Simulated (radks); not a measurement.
Results of a calculation; reference values are marked as such.
Task: Ionisation of Br2+, [Ar] 3d10 4s2 4p3, to Br3+, [Ar] 3d10 4s2 4p2, under several functionals. Scalar-relativistic Kohn-Sham, spin-polarised, spherical densities, finite nucleus; open shells are filled with parallel spins first; a radial shooting solver on a logarithmic mesh with Libxc functionals. The NIST Atomic Spectra Database gives 34.87 eV (measured). Rank these functionals by the error of their Delta-SCF ionisation energy: AM05; XLYP; r2SCAN; LDA (Slater exchange, VWN5 correlation); OLYP; exchange-only PBE; RPBE; PW91.

Result: From best to worst: XLYP 34.853 eV (-0.018); AM05 35.093 eV (+0.222); RPBE 35.110 eV (+0.239); OLYP 35.133 eV (+0.262); PW91 35.191 eV (+0.320); LDA (Slater exchange, VWN5 correlation) 35.193 eV (+0.322); exchange-only PBE 34.262 eV (-0.609); r2SCAN 35.678 eV (+0.807). Open shells are spherical and high-spin; term and fine-structure splittings are not resolved.
